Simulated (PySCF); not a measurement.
Compound: C8H13F.
Numbering: `[F:1][C@@H:2]1[CH2:3][CH2:4][CH2:5][C@H:6]1[CH:7]1[CH2:8][CH2:9]1`

Geometry (GFN2-xTB, Å), atoms numbered from 1 in this order:
```
atom  x, y, z in Å
F1    -0.6194    2.3558    0.4941
C2    -0.7836    1.1899   -0.2356
C3    -2.2153    0.6764   -0.0739
C4    -2.1188   -0.3607    1.0430
C5    -0.7888   -1.0498    0.7519
C6     0.1476    0.0934    0.3259
C7     1.2012   -0.3445   -0.6624
C8     2.4573    0.4586   -0.8228
C9     2.5081   -0.8871   -0.1668
H10   -0.5391    1.4630   -1.2678
H11   -2.8950    1.4942    0.1595
H12   -2.5380    0.2044   -1.0022
H13   -2.9603   -1.0514    1.0445
H14   -2.0770    0.1407    2.0108
H15   -0.9086   -1.7523   -0.0755
H16   -0.3999   -1.5964    1.6089
H17    0.6399    0.5123    1.2083
H18    0.7901   -0.7963   -1.5585
H19    2.5789    1.3336   -0.2029
H20    2.8775    0.5662   -1.8112
H21    2.9652   -1.7046   -0.7029
H22    2.6677   -0.9261    0.9000
```

NICS = −σ at a ghost point: NICS(0) at the centroid of the ring atoms, NICS(1) 1 Å to either side along the normal of their mean plane, zz for the tensor component along that normal. Level: GIAO PBE0/pcSseg-1 (PySCF, non-relativistic, gas phase) on the GFN2-xTB geometry, one conformer.

Rings: 1. C2–C3–C4–C5–C6; 2. C7–C8–C9.

| set | NICS(0) | NICS(1), two faces | NICS(1)zz, two faces |
| --- | --- | --- | --- |
| P | -4.3 | -4.4 / -3.0 | -2.9 / -1.4 |
| Q | -43.4 | -8.7 / -8.3 | -23.6 / -20.4 |

Which set (ppm) belongs to which ring?

P = 1, Q = 2.
- 1 (5-membered carbocycle; formal bonds all single): mean NICS(1)zz -2.1 ppm, near zero. C2, C3, C4, C5, C6 have four or more neighbours; no verdict on aromaticity is drawn.
- 2 (3-membered carbocycle; formal bonds all single): mean NICS(1)zz -22.0 ppm, shielded. C7, C8, C9 have four or more neighbours, and the NICS criterion for π rings isn't applied.

How do the rings differ in shape?

| ring | bond lengths (Å) | rms pucker (Å) | HOMA | nearest outside atom to a NICS(1) probe (Å) |
| --- | --- | --- | --- | --- |
| 1 | 1.530, 1.527, 1.526, 1.538, 1.544 | 0.18 | – | hydrogen 1.37 |
| 2 | 1.499, 1.498, 1.499 | 0.00 | – | hydrogen 1.43 |

Time: 41 s. Hardware: one thread, Arm Neoverse V2 (shared host). This is the whole shielding run at PBE0/pcSseg-1, SCF included.
